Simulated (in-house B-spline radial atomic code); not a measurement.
Settings and results of a run for Te4+ (an excited or competing configuration). All numbers are computed (scalar-relativistic (X2C) BHandHLYP, spin-polarised, spherical fractional occupations, exact exchange averaged over the configuration; Fermi nucleus of rms radius 4.7423 fm) with a B-spline radial code for spherical atoms, not measured.

Command:
```bash
python run_scf.py task.json out
```
Settings (nuclear radius in fm, mass in u):
```
Z                52
configuration    [Kr] 4d9 5s2 5f1
hamiltonian      x2c
method           bhandhlyp
spin_polarised   True
nucleus          fermi
rms_radius       4.7423
atomic_mass      129.90622
speed_of_light   137.035999084
exact_exchange   averaged over the configuration
```

Output (hartree, bohr):
```
 radial grid: 70 intervals, B-splines of order 8, outer radius 30.8511 bohr

 iter        energy (Eh)    residual
    1       -6770.446470    6.94e-01
    2       -6782.131775    4.93e-01
    3       -6787.255279    1.28e-01
    4       -6787.580211    3.78e-02
    5       -6787.598253    1.65e-02
    6       -6787.603337    2.78e-03
    7       -6787.603378    1.99e-04
    8       -6787.603379    3.15e-05
    9       -6787.603379    2.43e-06
   10       -6787.603379    1.28e-07

 total energy                     -6787.60338
 kinetic                            7179.7026
 electron-nucleus                 -16391.3181
 Hartree                            2599.3504
 exact exchange                      -86.1461
 exchange-correlation                -89.1922

 orbital      occ     eigenvalue          <r>       <r^2>       <1/r>       r_max
 1s up      1.000     -1169.8248    0.0272075  0.00101306      58.292     0.01722
 1s down    1.000     -1169.8246    0.0272075  0.00101305     58.2921     0.01722
 2s up      1.000      -183.0866     0.119238   0.0168319     13.2646      0.1012
 2s down    1.000      -183.0687     0.119233   0.0168308     13.2652      0.1012
 2p up      3.000      -164.5797     0.104476   0.0133421     12.2469     0.08092
 2p down    3.000      -164.5633      0.10447   0.0133404     12.2476     0.08092
 3s up      1.000       -38.9577     0.321001    0.117913     4.67691      0.2923
 3s down    1.000       -38.9481     0.320956    0.117869     4.67711      0.2923
 3p up      3.000       -32.8513     0.319206    0.118279     4.35789       0.286
 3p down    3.000       -32.8401     0.319142    0.118215     4.35817       0.286
 3d up      5.000       -23.5811     0.296118    0.103788     4.09503      0.2377
 3d down    5.000       -23.5599     0.296322     0.10395     4.09275      0.2378
 4s up      1.000        -8.7136     0.760619    0.652802     1.85053      0.6996
 4s down    1.000        -8.6387     0.760375    0.652492     1.85152      0.6992
 4p up      3.000        -6.7533     0.813723     0.75315      1.6779      0.7356
 4p down    3.000        -6.6667     0.813979    0.753841     1.67757      0.7352
 4d up      5.000        -3.8280     0.936572     1.01882     1.40693      0.8022
 4d down    4.000        -3.7744     0.938958     1.02519     1.40559      0.8026
 5s up      1.000        -2.3136      1.80288     3.62503    0.729571       1.657
 5s down    1.000        -2.3009      1.81515      3.6751    0.723399       1.664
 5f up      1.000        -0.6167      4.39107     22.5618    0.341751       4.467

 Slater integrals (Eh)
   F0(4d up,4d up)               0.962565
   F2(4d up,4d up)               0.491005
   F4(4d up,4d up)               0.326740
   F0(4d up,4d down)             0.961426
   F2(4d up,4d down)             0.489995
   F4(4d up,4d down)             0.325961
   F0(4d up,5f up)               0.313114
   F2(4d up,5f up)               0.076016
   F4(4d up,5f up)               0.043785
   G1(4d up,5f up)               0.079723
   G3(4d up,5f up)               0.049963
   G5(4d up,5f up)               0.035281
   F0(4d down,4d down)           0.960291
   F2(4d down,4d down)           0.488990
   F4(4d down,4d down)           0.325189
   F0(4d down,5f up)             0.312978
   F2(4d down,5f up)             0.075983
   F4(4d down,5f up)             0.043740
   F0(5f up,5f up)               0.205942
   F2(5f up,5f up)               0.098668
   F4(5f up,5f up)               0.067201
   F6(5f up,5f up)               0.050798
```

Cost of the run: 0.45 s on 1 thread of Intel(R) Xeon(R) Platinum 8488C, with other jobs on the host.

One-electron X2C: radii and densities carry no picture-change correction, so inner-shell <1/r> comes out high (for 1s by about 2 % at Z = 33, 5 % at 54, 10 % at 75, 30 % at 118) and <r> low.
